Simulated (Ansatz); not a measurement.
# Reading a saddle point

A first-order saddle point of SnN$_{2}$H$_{6}$, closed shell, PBE0-D4/def2-TZVP, with one imaginary mode of 1153i cm⁻¹:

```xyz
9
angstrom
Sn -0.7492 0.4301 0.6508
N 1.1450 -0.4406 -0.0280
N -1.0409 -0.2208 -1.1786
H 0.3937 -0.4817 -0.9575
H -0.4429 2.0442 1.1645
H -1.1608 -0.5310 2.0098
H 1.9436 0.1664 -0.1676
H 1.4666 -1.3307 0.3348
H -1.5554 0.3641 -1.8282
```

Computed with Ansatz 0.2.0 (basis: def2-TZVPP and def2-QZVPP); correlated methods freeze the cores. Filled d shells of the heavier atoms are correlated. Core potentials replace the inner electrons of the atoms past krypton. The def2 sets are not built for correlating such inner shells, so the correlated values are less sure here. Extrapolation: Hartree–Fock as exp(−7.88 √X), correlation as X^−2.97.

(1) Which contacts change along the imaginary mode, and what lies on either side? (A judgement: the text doesn't fix the answer.)

(2) Which side is lower, and how far does the saddle lie above each? (Judge from chemistry; the value comes from the calculation.)

The T1 diagnostic stays at or below 0.021.

## Answers

(1) Computed: The step is SnN₂H₆ ([NH2][SnH2][NH2]) → SnNH₃ ([NH][SnH2]) + NH₃ (still joined by a long Sn–N bond), with the molecules in contact on both sides. Shortening one way: N2–H4; lengthening the same way: Sn1–N2, N3–H4.
```
  pair  one side (Å)  saddle (Å)  other side (Å)
 N2–H4          3.33        1.20            1.02
Sn1–N2          2.03        2.19            2.41
 N3–H4          1.01        1.47            2.87
```

(2) The calculation gives: The side with Sn1–N2, N3–H4 short is lower by 1.638 eV; the saddle lies 1.974 eV above it and 0.336 eV above the other (CCSD(T) at an estimated basis limit (MP2 extrapolated from triple and quadruple zeta, plus CCSD(T) − MP2 in triple zeta); electronic energies).

Labels in which every atom is bracketed show which atoms are joined, not bond orders.

For scale, one of the runs: CCSD(T)/def2-TZVPP, 196 basis functions, launched by `ansatz run in.yaml --threads 4 --pin off --events-out ev --progress --plain --max-ram 9574MiB`. Time: 78 s of wall clock on 4 CPU threads of an Intel Xeon; the host was shared. Peak host memory: 2.6 GiB.
